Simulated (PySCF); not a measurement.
# Working with the constants of InC

UHF-CCSD(T) constants of InC, ⁴Σ⁻ (quartet), unpaired electrons σ ↑, π ↑↑ (basis In aug-cc-pVDZ-PP with ECP28, C aug-cc-pVDZ; scalar-relativistic core potentials; PySCF 2.14; masses 114.9039 and 12.0000 u):

* ωe: 456.5 cm⁻¹
* ωexe: 2.31 cm⁻¹
* Be: 0.30646 cm⁻¹
* αe: 0.00243 cm⁻¹
* D (centrifugal): 5.52e-07 cm⁻¹
* De to In + C: 2.62 eV

Task: Give the vibrational terms G(v) and spacings up to v = 6.

Result: G(v) = ωe(v+½) − ωexe(v+½)².

```
v  G(v) (cm⁻¹)  G(v) − G(v−1)  Bv (cm⁻¹)
0        227.7                    0.3052
1        679.6          451.9     0.3028
2       1126.8          447.3     0.3004
3       1569.5          442.6     0.2980
4       2007.5          438.0     0.2955
5       2440.9          433.4     0.2931
6       2869.7          428.8     0.2907
```

Task: How well does the Morse estimate ωe²/(4ωexe) reproduce De, and what is D0?

Result: It gives 2.80 eV, 107 % of the computed De. D0 = De − G(0) = 2.62 − 0.03 = 2.59 eV.

Correlated steps freeze 5 core orbitals. Correlated levels converge slowly with the basis: in double zeta they bind strong bonds too weakly, by up to about 1 eV, and carry superposition errors of some tenths. Spin–orbit coupling is left out, which matters for elements this heavy, above all for dissociation energies. The state was picked by a PBE0 search and need not be the measured ground state.
